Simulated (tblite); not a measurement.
Compound: C₂H₈FPSi₂.
Cartesian coordinates in Å at the GFN2-xTB level; atoms count from 1:
```
atom  x, y, z in Å
F1    -2.2192   -1.1078   -1.7997
Si2   -1.1761   -0.7604   -0.6090
P3    -2.4479    0.0337    1.0593
C4    -0.0593    0.5758   -1.3122
C5     1.1100    0.9845   -0.8240
Si6    1.9771    0.3204    0.7104
H7    -0.5102   -2.0422   -0.3920
H8    -1.4637   -0.0937    2.0237
H9    -3.0057   -1.1961    1.3747
H10   -0.4428    1.0473   -2.2130
H11    1.6292    1.7760   -1.3559
H12    2.4162   -1.0574    0.4742
H13    1.0595    0.3437    1.8544
H14    3.1322    1.1758    0.9868
```

Computed with GFN2-xTB (tblite): harmonic, unscaled wavenumbers at the GFN2-xTB geometry, gas phase. The method is semi-empirical: single wavenumbers can be off by several per cent or more. Modes of hydrogen on phosphorus and silicon can be 10 to 20 % off. One conformer, not necessarily the lowest. The optimisation stopped once no atom felt more than 0.01 eV/Å.

Lowest wavenumbers of the output (negative numbers stand for imaginary wavenumbers):
```
mode    cm-1
  1     -54.4
  2      27.7
  3      79.9
  4      91.1
  5     121.6
  6     165.4
  7     192.2
  8     294.8
  9     404.0
 10     471.7
 11     518.0
 12     565.4
 13     590.2
 14     646.1
 15     667.7
```

Problem. Is this structure a minimum?

Solution. Not by this Hessian. 1 mode is imaginary beyond 20i (54i cm⁻¹), so at this level the point lies at or near a first-order saddle. The curvature is small, so loose convergence or finite differences may be the whole cause.

Problem. Which atoms move in the imaginary mode?

Solution. 54i: H12 (Si–H hydrogen) 34 %, H13 (Si–H hydrogen) 31 %, H14 (Si–H hydrogen) 25 %. These are shares of the mass-weighted motion.

Problem. What is the remedy?

Solution. Step along that mode in both directions, optimise again with tighter thresholds and repeat the frequencies. The zero-point energy of this point (52.6 kcal/mol) counts the 35 real modes alone, and thermal corrections from it aren't those of a minimum.
